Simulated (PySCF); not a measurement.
Vertical excitations of a molecule C3H6BrF from TDA-ωB97X/def2-SVPD run with PySCF 2.14.0, as energy in eV (oscillator strength): 6.28 (0.000), 6.36 (0.000), 8.22 (0.087), 8.31 (0.103), 8.90 (0.004), 9.11 (0.107), 9.13 (0.024), 9.18 (0.027), 9.32 (0.002), 9.38 (0.051). Lowest triplet (TDA): 5.57 eV. The structure is a stationary point at B3LYP-D3(BJ)/def2-SVP. Other conformers were not sampled.

Question: Pick the molecule that these values belong to.
A. C[C@H](F)CBr
B. CC(C)(F)Br
C. CC[C@H](F)Br

Answer: A, C[C@H](F)CBr
